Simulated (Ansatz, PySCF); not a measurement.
Barrier from R1 to the saddle point P1, each structure at its B3LYP-D3(BJ)/def2-TZVP stationary point, reached from a drawn start; harmonic modes at that level show the others as minima.
R1, H3Sb (SMILES [SbH3]) (charge 0, multiplicity 1):
```csv
atom,x (Å),y (Å),z (Å)
Sb,0.0000,0.0000,0.7238
H,1.4163,0.0000,-0.2412
H,-0.7082,1.2266,-0.2412
H,-0.7082,-1.2266,-0.2412
```
P1, H3Sb, a first-order saddle point (one imaginary mode, 1200i cm⁻¹) (charge 0, multiplicity 1):
```xyz
4

Sb     0.0000     0.0000     0.0000
H      1.6468     0.0000     0.0000
H     -0.8234     1.4262     0.0000
H     -0.8234    -1.4262     0.0000
```

P less R. No zero-point or thermal terms; no spin–orbit coupling. No path was followed down from the saddle.

Frozen-core correlation throughout. In cc and def2 sets filled d and f shells under p-block atoms count as core. CBS: X⁻³ extrapolation of the correlation energy, Hartree–Fock from the larger set.

Run with Ansatz (Gaussian orbitals); PySCF for the D3/D4 terms. Each number belongs to the level named beside it. Elements past Kr take the def2 small-core potentials, without spin–orbit coupling.

PBE/def2-TZVPP gives 45.56 kcal/mol for the barrier height.

Q: How do the other levels lie against it? Give each less PBE: PBE-D3(BJ)/def2-TZVPP, r2SCAN/def2-TZVPP, PBE0/def2-TZVPP, wB97M-V/def2-TZVPP, B2PLYP/def2-TZVPP, MP2/CBS(def2-TZVPP, def2-QZVPP), CCSD(T)/CBS(def2-TZVPP, def2-QZVPP).

A: PBE-D3(BJ)/def2-TZVPP 0.03; r2SCAN/def2-TZVPP -0.07; PBE0/def2-TZVPP -0.77; wB97M-V/def2-TZVPP -1.43; B2PLYP/def2-TZVPP 0.38; MP2/CBS(def2-TZVPP, def2-QZVPP) -2.27; CCSD(T)/CBS(def2-TZVPP, def2-QZVPP) -1.68 kcal/mol. 2 of 7 lie above PBE; the widest gap is to MP2/CBS(def2-TZVPP, def2-QZVPP).

Ansatz is a first-principles code.
